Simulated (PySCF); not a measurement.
Ga(OH)2(SMe) (CH5GaO2S), SMILES C[S][Ga]([OH])[OH]. Coordinates come from a B3LYP-D3(BJ)/def2-SVP optimisation. The structure was generated by enumeration; whether it is a known compound was not checked. Other conformers were not sampled.

### Question
Give the equilibrium geometry at B3LYP-D3(BJ)/def2-SVP (PySCF confirms it by a frequency run) as Cartesian coordinates in Å, and its point group. (Estimate from the structure and the level; the computed values follow.)

### Answer
One answer among several that fit: point group Cs.
```xyz
10

Ga    -0.0090    -0.5984     0.0000
O      0.9935    -2.0791     0.0000
H      0.5007    -2.9093     0.0000
O     -1.8055    -0.6361     0.0000
H     -2.2087    -1.5129     0.0000
S      0.9217     1.3812     0.0000
C     -0.5987     2.4371     0.0000
H     -1.5109     1.8279     0.0000
H     -0.5808     3.0714     0.8966
H     -0.5808     3.0714    -0.8966
```
